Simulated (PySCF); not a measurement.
This PySCF input asks for the NMR shieldings of nopinone (SMILES CC1(C)[C@@H]2CCC(=O)[C@H]1C2); the geometry comes from PBE0-D3(BJ)/def2-SVP.

```python
import basis_set_exchange as bse
import numpy as np
from pyscf import gto, dft
from pyscf.prop import nmr

atoms = """
C    -1.283594   -0.593941   -1.253653
C    -0.863431    0.180456   -0.013987
C    -2.075316    0.918322    0.542996
C     0.399721    1.092385   -0.076503
C     1.484607    0.484077   -0.960454
C     1.860963   -0.931425   -0.486333
C     0.830728   -1.575687    0.432669
O     0.766728   -2.769300    0.596736
C    -0.091640   -0.593917    1.110524
C     0.670307    0.718429    1.395368
H    -2.083674   -1.307419   -1.001453
H    -0.468819   -1.172924   -1.710216
H    -1.677126    0.091640   -2.021306
H    -2.881493    0.208888    0.786947
H    -2.465197    1.624894   -0.207349
H    -1.847443    1.491624    1.452513
H     0.230849    2.153003   -0.324027
H     2.372992    1.134891   -0.945471
H     1.139077    0.461821   -2.005993
H     2.064483   -1.629052   -1.311347
H     2.790722   -0.902051    0.107901
H    -0.670622   -1.094654    1.899963
H     0.131003    1.355520    2.107350
H     1.719103    0.644625    1.722796
"""
names = dict.fromkeys(["C", "O", "H"], "pcSseg-1")
basis = {el: gto.basis.parse(bse.get_basis(n, elements=[el], fmt="nwchem")) for el, n in names.items()}
mol = gto.M(atom=atoms, basis=basis, charge=0, verbose=0)
mf = dft.RKS(mol, xc="CAM-B3LYP")
mf.grids.level = 2
mf.grids.alignment = dft.numint.BLKSIZE   # the property module wants whole blocks of grid points
mf.conv_tol = 1e-9
mf.kernel()

calc = nmr.RKS(mf)   # GIAO
C = mf.mo_coeff
Co = C[:, mf.mo_occ > 0]
resp = mf.gen_response(singlet=True, hermi=2)
def vind(x):   # induced exchange potential for any number of trial vectors
    d = np.einsum("pi,xij,qj->xpq", C, 2 * x.reshape(-1, C.shape[1], Co.shape[1]), Co, optimize=True)
    return np.einsum("xpq,pi,qj->xij", resp(d - d.transpose(0, 2, 1)), C, Co, optimize=True).ravel()
mo1, _ = nmr.rhf.solve_mo1(calc, with_cphf=vind)
sigma = calc.kernel(mo1)
for i, s in enumerate(sigma):   # ppm
    print("%2d %-2s %9.2f" % (i, mol.atom_pure_symbol(i), np.trace(s) / 3))
```

Q: Give the expected output.

A: 
```
 0 C     159.36
 1 C     141.34
 2 C     155.06
 3 C     140.89
 4 C     158.88
 5 C     146.90
 6 C     -37.80
 7 O    -332.44
 8 C     123.74
 9 C     156.58
10 H      30.50
11 H      30.52
12 H      30.65
13 H      30.30
14 H      30.32
15 H      29.60
16 H      29.53
17 H      29.50
18 H      29.56
19 H      29.22
20 H      28.91
21 H      29.24
22 H      29.05
23 H      29.90
```

These numbers come from an equivalent density-fitted implementation of the same equations, which agrees with the script to about 0.01 ppm for H and up to a few tenths of a ppm for heavy atoms, so last digits may differ.

Q: Turn these shieldings into chemical shifts. Referencing at the same level of theory: TMS for 13C (182.45 ppm) and 1H (31.33 ppm); 17O (338.55 ppm) vs H2O.

A: Averaging equivalent atoms: C 6: 220.2; C 8: 58.7; C 3: 41.6; C 1: 41.1; C 5: 35.5; C 2: 27.4; C 9: 25.9; C 4: 23.6; C 0: 23.1; O 7: 671.0; H 20: 2.42; H 22: 2.28; H 19: 2.11; H 21: 2.09; H 17: 1.83; H 16: 1.80; H 18: 1.77; H 23: 1.43; H 13/14/15: 1.25; H 10/11/12: 0.77 ppm. Unscaled 17O shifts of doubly bonded oxygen tend to come out too high, by tens of ppm or more. Experimental scales use liquid or dissolved standards, which lie at an offset from isolated H2O (liquid H2O: subtract about 36 ppm).

Size and cost of the density-fitted run: 240 basis functions, 57 s wall time on 1 thread of an Arm Neoverse V2, shared host; peak memory 1.6 GiB.
